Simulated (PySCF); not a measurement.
C₂H₅ClSe. Atoms are numbered in the order given.

```xyz
9

Se    -0.1903     0.0502     0.8086
Cl     1.3210     1.1001    -0.4298
C     -0.5989    -1.3966    -0.4613
C     -1.2197    -0.9307    -1.7683
H     -1.2873    -2.0374     0.1338
H      0.3376    -1.9691    -0.6138
H     -0.5368    -0.2335    -2.2933
H     -2.1808    -0.4068    -1.5979
H     -1.4052    -1.7967    -2.4379
```

Geometry: PBE-D3(BJ)/def2-SVP. The values are those of a single conformer.

Calculation: PySCF with PBE-D3(BJ)/def2-SVP.

Frequencies are harmonic and unscaled.

**Question.** Estimate the vibrational spectrum. (An estimate is asked for; the answer gives what the named calculation found.)

**Answer.** 
| mode | ν (cm⁻¹) | IR (km/mol) | moving atoms (share of kinetic energy) |
|---|---|---|---|
| 1 | 92 | 0.1 | C 36 %, H 35 %, Cl 21 % |
| 2 | 155 | 1.6 | H 38 %, Cl 27 %, C 25 %, Se 9 % |
| 3 | 260 | 0.0 | H 82 %, C 15 % |
| 4 | 295 | 0.2 | C 52 %, H 27 %, Se 19 % |
| 5 | 384 | 14.3 | Cl 69 %, Se 31 % |
| 6 | 539 | 1.8 | C 67 %, H 20 %, Se 13 % |
| 7 | 715 | 7.2 | H 83 %, C 16 % |
| 8 | 940 | 7.6 | H 75 %, C 25 % |
| 9 | 973 | 0.4 | H 80 %, C 20 % |
| 10 | 1047 | 0.5 | C 68 %, H 32 % |
| 11 | 1193 | 14.8 | H 75 %, C 25 % |
| 12 | 1212 | 13.5 | H 79 %, C 21 % |
| 13 | 1337 | 6.8 | H 80 %, C 20 % |
| 14 | 1375 | 5.7 | H 88 %, C 12 % |
| 15 | 1407 | 9.9 | H 97 % |
| 16 | 1425 | 3.7 | H 96 % |
| 17 | 2972 | 21.6 | H 97 % |
| 18 | 2976 | 4.4 | H 94 % |
| 19 | 3050 | 0.8 | H 91 %, C 9 % |
| 20 | 3060 | 8.9 | H 91 %, C 9 % |
| 21 | 3081 | 8.2 | H 90 %, C 10 % |
